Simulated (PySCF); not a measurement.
**Energy of Ti²⁺ (titanium, charge +2) between two integer charges**

The 3d alpha orbital of [Ar] 3d2 is emptied in steps (occupation f), with all orbitals relaxed, ending at [Ar] 3d1. Computed with PySCF 2.14 in aug-pcseg-2 (7s5p4d3f2g, 81 functions), with the non-relativistic Hamiltonian (point nucleus). The exact energy is a straight line in f; departures are measured from the line between the end points of the same method.

| f | UHF (eV) | LDA (eV) | PBE (eV) |
| --- | --- | --- | --- |
| 1 | 0.000 | 0.000 | 0.000 |
| 0.75 | 0.237 | -1.384 | -1.358 |
| 0.5 | 0.306 | -1.872 | -1.833 |
| 0.25 | 0.222 | -1.422 | -1.389 |
| 0 | 0.000 | 0.000 | 0.000 |

| method | E(f=0) − E(f=1) (eV) | −ε at f=1 (eV) | −ε at f=0.5 (eV) |
| --- | --- | --- | --- |
| UHF | 26.676 | 27.987 | 26.635 |
| LDA | 28.188 | 20.914 | 28.089 |
| PBE | 28.094 | 20.948 | 28.011 |

Orbital energy along the path (eV):

| f | UHF | LDA | PBE |
| --- | --- | --- | --- |
| 1 | -27.987 | -20.914 | -20.948 |
| 0.75 | -27.276 | -24.417 | -24.403 |
| 0.5 | -26.635 | -28.089 | -28.011 |
| 0.25 | -26.056 | -31.911 | -31.745 |
| 0 | -25.530 | -35.857 | -35.568 |

Reference removal energy between the ground levels: 27.492 eV (measured; NIST Atomic Spectra Database, ionization energies). The calculation has no spin-orbit coupling. UHF lacks correlation.
